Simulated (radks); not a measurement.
Question: These are the eigenvalues of the occupied orbitals of an atom or ion with whole-number occupations (eV). All-electron calculation, Dirac Kohn-Sham, PBE, spin-unpolarised, spherical densities, point nucleus. Program: a radial shooting solver on a logarithmic mesh with Libxc functionals.

| orbital | eigenvalue |
|---|---|
| 1s1/2 | -73802.34 |
| 2s1/2 | -12871.39 |
| 2p1/2 | -12322.53 |
| 2p3/2 | -10791.27 |
| 3s1/2 | -3022.352 |
| 3p1/2 | -2777.311 |
| 3p3/2 | -2443.420 |
| 3d3/2 | -2033.771 |
| 3d5/2 | -1961.486 |
| 4s1/2 | -663.8961 |
| 4p1/2 | -561.0717 |
| 4p3/2 | -482.1475 |
| 4d3/2 | -313.5793 |
| 4d5/2 | -298.8905 |
| 5s1/2 | -117.0602 |
| 4f5/2 | -85.2757 |
| 5p1/2 | -84.6854 |
| 4f7/2 | -82.3665 |
| 5p3/2 | -71.7108 |
| 5d3/2 | -28.4693 |
| 5d5/2 | -27.1173 |
| 6p1/2 | -16.4319 |

Which element is it, and in what charge state? The configuration may be excited. Open shells, if any, fill j = l - 1/2 first.

Answer: Z = 76, osmium, charge +2: Os2+ in [Xe] 4f13 5d6 6p1. The list shows which subshells hold electrons but not how many an open one holds; the 1s level, -2712.2 hartree, gives Z - s = 73.7 by -(Z - s)^2/2, which with screening and relativity narrows Z to a few neighbours, and the depths of the outer levels then fix element, charge and occupations together.
